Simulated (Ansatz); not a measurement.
A nudged elastic band was laid between two geometries of a periodic cell of 13 atoms, LiSc$_{12}$ (host Sc, host structure hcp, interstitial Li).

Theory: DFT PBE, scalar-relativistic, plane waves, PAW in Ansatz 0.2.0. Settings: cutoff 420 eV, k mesh 4x3x4, fermi-dirac smearing 0.05 eV, no spin polarisation.

```
movable images  : 5
climbing image  : yes
spring          : 10.0 eV/Å²
optimiser       : quadratic models (default)
start path      : IDPP
force threshold : 0.05 eV/Å
iteration limit : 26
end points      : relaxed
```

Image 0:

```xyz
13
Lattice="6.6200 0.0000 0.0000 -4.9650 8.5996 0.0000 0.0000 0.0000 5.2761" Properties=species:S:1:pos:R:3
Sc 0.025 -0.110 -0.152
Sc -0.043 1.863 2.528
Sc -1.631 2.969 -0.103
Sc -1.637 4.773 2.564
Sc -3.554 5.461 0.003
Sc -3.309 7.669 2.487
Sc 3.382 0.454 -0.060
Sc 3.320 2.012 2.563
Sc 1.597 2.815 -0.062
Sc 1.627 4.729 2.634
Sc 0.225 5.502 0.003
Sc 0.027 7.639 2.503
Li -1.684 6.776 4.882
```

Image 6:

```xyz
13
Lattice="6.6200 0.0000 0.0000 -4.9650 8.5996 0.0000 0.0000 0.0000 5.2761" Properties=species:S:1:pos:R:3
Sc 0.030 -0.112 0.131
Sc -0.041 1.858 2.742
Sc -1.627 2.972 0.099
Sc -1.633 4.781 2.718
Sc -3.554 5.457 0.033
Sc -3.300 7.663 2.769
Sc 3.391 0.459 0.070
Sc 3.325 2.014 2.719
Sc 1.600 2.810 0.073
Sc 1.630 4.718 2.677
Sc 0.232 5.499 0.031
Sc 0.028 7.632 2.757
Li -1.681 6.782 5.561
```

What changes between the two ends?

The atom that moves furthest is Li13, by 0.68 Å.

Give the energies along the band, and the barrier.

The forces met the threshold. The highest image is number 0 of 0 to 6, 0.000 eV above the ends, which have the same energy within 2 meV. The highest image is an end point: on this band no image between the ends rises above it. Limits of this set-up: coarse k mesh.

```csv
image,path coordinate (Å),energy (eV)
0,0.00,0.000
1,0.10,-0.001
2,0.20,0.000
3,0.30,0.000
4,0.40,0.000
5,0.50,-0.001
6,0.60,-0.001
```

Run time: 21 min on 4 threads of Arm Neoverse V1, with other jobs on the host, peak memory 3.7 GiB.
